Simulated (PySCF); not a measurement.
## Simulated characterisation data

[PySCF 2.14: J couplings at B3LYP/pcJ-1 (spin–dipole term left out of most H,H and C,H couplings); coordinates at the PBE0-D3(BJ)/def2-SVP level; shielding tensors at PBE0/pcSseg-1 (GIAO); one computed conformer; no solvent model; no relativistic terms; averaged over atoms made equivalent by symmetry, fast rotation or ring inversion]

References, each an isolated molecule treated in the same way: ¹H, ¹³C against TMS. Multiplet labels drop J under 1 Hz and among equivalent protons, and merge close values. Unscaled 3J(H,H) run several per cent high. Vicinal couplings that depend on rotamer populations or ring flexing (ring, CH–CH, X–H and H–F types) are those of the one conformer. Couplings to H on boron are left out. Carbons bonded to boron are broad in practice. Shifts are as computed. Against solution values, carbons near 30 ppm lie about +2 ppm off and those near 130 ppm about +5 ppm. Of 1313 compounds with measured shifts, 239 miss one by over three times the rms of a fit or turn the order of signals round; such compounds aren't used in these exercises. OH and NH positions are gas-phase values without hydrogen bonding to other molecules.

Compound 1 (C3H11B2N). ¹H NMR (600 MHz, computed): δ 6.95 (br s, 1H), 5.55 (br, 2H), 5.39 (br, 1H), 1.00 (d, J = 7.7 Hz, 6H), 0.76 (sept, J = 7.7 Hz, 1H). ¹³C{¹H} NMR (computed): δ 25.3 (CH), 18.9 (CH3). Structure: `BNBC(C)C`.

Compound 2 (C3H11B2N). ¹H NMR (600 MHz, computed): δ 5.74 (br, 4H), 3.70 (sept, J = 7.6 Hz, 1H), 1.27 (d, J = 7.6 Hz, 6H). ¹³C{¹H} NMR (computed): δ 59.5, 27.3. Structure: SMILES BN(B)C(C)C.
